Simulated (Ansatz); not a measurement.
Frontier orbitals of FGeH$_{7}$Si$_{2}$, SMILES `F[SiH]([SiH3])[GeH3]`.

Cartesian coordinates in Å:
```
F 1.011 -2.068 0.231
Si 0.584 -0.652 -0.411
Si -1.734 -0.617 -0.754
Ge 1.279 1.104 1.045
H 1.294 -0.528 -1.714
H -2.172 -1.719 -1.650
H -2.081 0.688 -1.380
H -2.446 -0.729 0.546
H 0.563 0.994 2.401
H 0.905 2.453 0.406
H 2.797 1.074 1.281
```

Total charge 0; spin multiplicity 1. Correlated methods include outer-core shells of Ge, which these sets cover unevenly. Scalar relativity is left out up to krypton. All single points use the PBE0-D4/def2-TZVP geometry. Basis def2-TZVPP, the Gaussian-basis code of Ansatz.

Orbital energies of one run (eV). Highest occupied ones, from the top: -7.45, -8.33, -9.31, -9.35, -9.60, -9.70, -11.34, -11.73, -11.99, -13.90, -14.78, -15.86, -31.86, -31.86. Empty: -1.22, -0.51, 0.17, 0.33, 0.88, 1.14.

**Question.** Which functional gave them?
A. r2SCAN0
B. r2SCANh
C. r2SCAN
D. PBE

**Answer.** B. HOMO energies: r2SCANh -7.45, r2SCAN0 -8.05, PBE -6.79, r2SCAN -7.05 eV.
